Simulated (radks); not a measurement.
The nuclear charge of the tellurium ion Te+ is varied continuously with 51 electrons held in [Kr] 4d10 5s2 5p3. Method: scalar-relativistic Kohn-Sham, PBEsol, spin-polarised, spherical densities, finite nucleus; open shells are filled with parallel spins first (spin-orbit coupling, left out, can overturn this in heavy ions); Fermi nuclear charge, rms radius 4.7423 fm; computed with a radial shooting solver on a logarithmic mesh with Libxc functionals. By the Hellmann-Feynman theorem dE/dZ = E(electron-nucleus)/Z, the electronic potential at the nucleus (averaged over a nucleus of fixed radius). The scalar-relativistic energy here is not variational (the density holds large components alone), so the two differ by a part that grows with Z.

| Z | E (hartree) | E(electron-nucleus)/Z (hartree) | HOMO | e(HOMO) (eV) | <r> HOMO (bohr) |
|---|---|---|---|---|---|
| 51.6 | -6665.03317 | -312.311 | 5p | -10.667 | 2.595 |
| 51.8 | -6727.88851 | -313.986 | 5p | -12.567 | 2.523 |
| 52 | -6791.08192 | -315.660 | 5p | -14.546 | 2.456 |
| 52.2 | -6854.61351 | -317.335 | 5p | -16.598 | 2.395 |
| 52.4 | -6918.48343 | -319.011 | 5p | -18.723 | 2.339 |
| 52.6 | -6982.69184 | -320.687 | 5p | -20.917 | 2.287 |
| 52.8 | -7047.23892 | -322.364 | 5p | -23.180 | 2.238 |
| 53 | -7112.12487 | -324.042 | 5p | -25.509 | 2.192 |

The central difference of E at Z = 52 is -316.813 hartree, to compare with the third column; the second derivative is -8.45 hartree.
